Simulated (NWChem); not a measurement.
C2H5BO2; SMILES C(=O)(C)OB

```xyz
10

B     -0.0626    -2.0109    -0.1475
H      0.9649    -2.1163    -0.7421
H     -0.7460    -2.9366     0.1691
O     -0.5618    -0.7782     0.1828
C      0.1506     0.4026    -0.0044
C     -0.7882     1.5761    -0.0963
O      1.3502     0.4406    -0.0437
H     -0.2185     2.4958    -0.2316
H     -1.3917     1.6384     0.8157
H     -1.4822     1.4359    -0.9322
```
Atoms are numbered in this order, from 1.

Computed with NWChem. All runs use the structure optimised with B3LYP/6-31G* (spherical d). Atomic charges in e: unrestrained fits to the electrostatic potential beside Mulliken populations; buried atoms are poorly determined by the fit.

### Question
Predict the results for B3LYP/def2-SVP. Quantities: ESP B1; Mulliken B1; ESP O4; Mulliken O4; ESP C5; Mulliken C5; ESP C6; Mulliken C6; ESP O7; Mulliken O7; relative RMS misfit of the potential (%).

### Answer
| Quantity | Value |
|---|---|
| ESP B1 | 0.49 |
| Mulliken B1 | 0.14 |
| ESP O4 | -0.46 |
| Mulliken O4 | -0.19 |
| ESP C5 | 0.82 |
| Mulliken C5 | 0.16 |
| ESP C6 | -0.39 |
| Mulliken C6 | 0.04 |
| ESP O7 | -0.51 |
| Mulliken O7 | -0.18 |
| relative RMS misfit of the potential (%) | 28 |
